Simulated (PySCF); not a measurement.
# Relative stability

The two ends of one reaction step of GeNH7, closed shell (PBE0-D4/def2-TZVP).

A:

```xyz
9
angstrom
Ge -1.0810 0.1034 -0.4687
H 1.8747 -1.9518 1.4048
H -0.8253 -1.1139 -1.3691
H -1.7193 -0.3171 0.8630
H -2.0361 1.0770 -1.1988
H 1.6656 -1.2990 1.1018
N 0.5687 0.8231 -0.0646
H 0.5231 1.6137 0.5640
H 1.1007 1.1004 -0.8787
```

B:

```
9
angstrom
Ge -0.9519 -1.0787 -0.5881
H 0.4511 -1.6884 -0.4968
H -1.9017 -2.1484 -1.1705
H -1.4703 -0.6906 0.8011
H -0.9622 0.1292 -1.5314
H 1.7395 0.7699 1.2476
N 1.0390 1.1713 0.6364
H 0.5250 1.8544 1.1790
H 1.5305 1.6756 -0.0914
```

PySCF 2.14 with density fitting (its default auxiliary sets; JK sets also for MP2 and CCSD(T)); basis: def2-TZVPP; cores frozen in the correlated methods. Filled d shells of the heavier atoms are correlated. The def2 sets are not built for correlating such inner shells, so the correlated values are less sure here. B3LYP uses VWN-RPA correlation.

Which structure is lower at CCSD(T), and by how much? (An estimate is asked for; the value comes from the calculation.)

The calculation gives: B, by 7.31 kcal/mol (electronic energy, against the other). By their contacts, A is a complex of GeNH₅ ([NH2][GeH3]) + H₂ and B is a complex of GeH₄ + NH₃.

All methods give the same order:

| method | E(B) − E(A) (kcal/mol) |
| --- | --- |
| SPW92 | -8.97 |
| PBE-D4 | -7.70 |
| r2SCAN-D4 | -7.49 |
| PBE0-D4 | -8.33 |
| B3LYP-D4 | -7.72 |
| BHLYP-D4 | -8.38 |
| wB97M-V | -8.02 |
| HF | -9.16 |
| MP2 | -5.81 |
| CCSD | -7.93 |
| CCSD(T) | -7.31 |

T1 diagnostic: at most 0.011.

Labels in which every atom is bracketed show which atoms are joined, not bond orders.

For scale, one of the runs: CCSD(T)/def2-TZVPP, 177 basis functions, launched by `OMP_NUM_THREADS=4 python run.py`. The run took 4.1 min on 4 CPU threads of an Arm Neoverse V2 (shared host), with 1.9 GiB of host memory at its peak.
